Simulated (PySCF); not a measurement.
J couplings in C$_{6}$H$_{12}$Ge

Molfile (atoms numbered from 1):
```
C6H12Ge
     RDKit          3D

 19 19  0  0  0  0  0  0  0  0999 V2000
    3.1548    0.0587   -0.5409 C   0  0  0  0  0  0  0  0  0  0  0  0
    1.9732    0.2109    0.0652 C   0  0  0  0  0  0  0  0  0  0  0  0
    0.3137    0.5283   -0.8825 Ge  0  0  2  0  0  4  0  0  0  0  0  0
   -0.9020    1.8137    0.0050 C   0  0  0  0  0  0  0  0  0  0  0  0
   -1.5443    0.6116    0.7327 C   0  0  0  0  0  0  0  0  0  0  0  0
   -1.2067   -0.5696   -0.2112 C   0  0  2  0  0  0  0  0  0  0  0  0
   -1.0351   -1.9380    0.4111 C   0  0  0  0  0  0  0  0  0  0  0  0
    4.0779   -0.1309    0.0201 H   0  0  0  0  0  0  0  0  0  0  0  0
    3.2589    0.1175   -1.6308 H   0  0  0  0  0  0  0  0  0  0  0  0
    1.9319    0.1402    1.1598 H   0  0  0  0  0  0  0  0  0  0  0  0
    0.6179    0.6341   -2.3943 H   0  0  0  0  0  0  0  0  0  0  0  0
   -1.5858    2.2630   -0.7319 H   0  0  0  0  0  0  0  0  0  0  0  0
   -0.4991    2.6129    0.6426 H   0  0  0  0  0  0  0  0  0  0  0  0
   -2.6197    0.7233    0.9594 H   0  0  0  0  0  0  0  0  0  0  0  0
   -1.0370    0.4512    1.7006 H   0  0  0  0  0  0  0  0  0  0  0  0
   -1.9545   -0.6073   -1.0228 H   0  0  0  0  0  0  0  0  0  0  0  0
   -1.9653   -2.2821    0.8965 H   0  0  0  0  0  0  0  0  0  0  0  0
   -0.2466   -1.9357    1.1814 H   0  0  0  0  0  0  0  0  0  0  0  0
   -0.7577   -2.6939   -0.3397 H   0  0  0  0  0  0  0  0  0  0  0  0
  1  2  2  0
  2  3  1  0
  3  4  1  0
  4  5  1  0
  5  6  1  0
  6  7  1  0
  6  3  1  0
  1  8  1  0
  1  9  1  0
  2 10  1  0
  3 11  1  6
  4 12  1  0
  4 13  1  0
  5 14  1  0
  5 15  1  0
  6 16  1  6
  7 17  1  0
  7 18  1  0
  7 19  1  0
M  END
```

Method: B3LYP/pcJ-1 (pcSseg-1 on Ge) (without the spin–dipole term)//PBE0-D3(BJ)/def2-SVP, PySCF 2.14; isolated molecule, single conformer, non-relativistic. Couplings are averaged over pairs made equivalent by symmetry, fast rotation or ring inversion, so a value needn't be that of the named pair in this geometry, while other rotamers aren't included; one pair stands for each set, and the list holds a selection of those of at least 0.8 Hz over up to four bonds.

Isotopes: ¹³C, ¹H.

| pair | bonds | J (Hz) |
| --- | --- | --- |
| C1, C2 | 1 | 68.4 |
| C1, H8 | 1 | 165.9 |
| C1, H9 | 1 | ? |
| C2, H10 | 1 | 158.1 |
| C4, C5 | 1 | 31.2 |
| C4, H12 | 1 | ? |
| C4, H13 | 1 | 148.4 |
| C5, C6 | 1 | 30.4 |
| C5, H14 | 1 | 139.6 |
| C5, H15 | 1 | 131.6 |
| C6, C7 | 1 | 38.5 |
| C6, H16 | 1 | ? |
| C7, H17 | 1 | 131.7 |
| C2, C6 | 2 | ? |
| C4, C6 | 2 | 2.5 |
| C6, H14 | 2 | -1.7 |
| C6, H15 | 2 | -3.4 |
| H8, H9 | 2 | ? |
| H17, H18 | 2 | -13.9 |
| C2, H12 | 3 | ? |
| C2, H16 | 3 | 2.7 |
| H9, H10 | 3 | ? |
| H14, H16 | 3 | 10.3 |
| C4, H9 | 4 | ? |
| H11, H14 | 4 | 9.3 |
| H13, H16 | 4 | -1.4 |

**Question.** Estimate the withheld couplings, with signs.

**Answer.** 
- ¹J(C1,H9) = 167.8 Hz (bond length 1.096 Å, sp2 carbon)
- ¹J(C4,H12) = 138.9 Hz (bond length 1.101 Å, sp3 carbon)
- ¹J(C6,H16) = 135.8 Hz (bond length 1.104 Å, sp3 carbon)
- ²J(C2,C6) = 1.0 Hz (angle at Ge3 113°)
- ²J(H8,H9) = 3.6 Hz (angle at C1 116°)
- ³J(C2,H12) = 3.9 Hz (dihedral angle 156°)
- ³J(H9,H10) = 21.6 Hz (dihedral angle 180°)
- ⁴J(C4,H9) = -1.0 Hz

Relativistic effects of the heavier atoms present are left out.
